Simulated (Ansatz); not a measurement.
Reaction (SMILES): Cl[Si]Cl (closed-shell singlet) → 2 Cl atom + Si atom
B3LYP-D3(BJ)/def2-TZVP geometries, fixed; electronic energies without zero-point terms.
Largest species:
```xyz
3

Si    -0.0165     0.0173     0.9364
Cl     1.0611     1.2272    -0.3899
Cl    -1.0475    -1.2415    -0.3813
```

Core correlation in the atomisation energy at CCSD(T) with Ansatz (a quantum-chemistry and plane-wave program), in kcal/mol: frozen core against 1s of Al to Cl frozen alone. A restricted Hartree-Fock determinant is unstable towards unrestricted orbitals. Open shells are unrestricted.

```
basis        functions, most  frozen core
-----------  ---------------  -----------
cc-pV(D+d)Z               69       180.73
cc-pCVDZ                  81       177.85
cc-pV(T+d)Z              117       196.87
cc-pwCVTZ                177       197.29
cc-pCVTZ                 177       196.71
cc-pV(Q+d)Z              192       203.67
```

### Question
How large is the core term in each set?

### Answer
The largest core-valence set, cc-pCVTZ, gives a core term of 0.64 kcal/mol; the valence set cc-pV(Q+d)Z, which lacks functions for the core, gives 1.45. By row: cc-pV(D+d)Z 1.47, cc-pCVDZ 0.99, cc-pV(T+d)Z 3.64, cc-pwCVTZ 0.58, cc-pCVTZ 0.64, cc-pV(Q+d)Z 1.45.
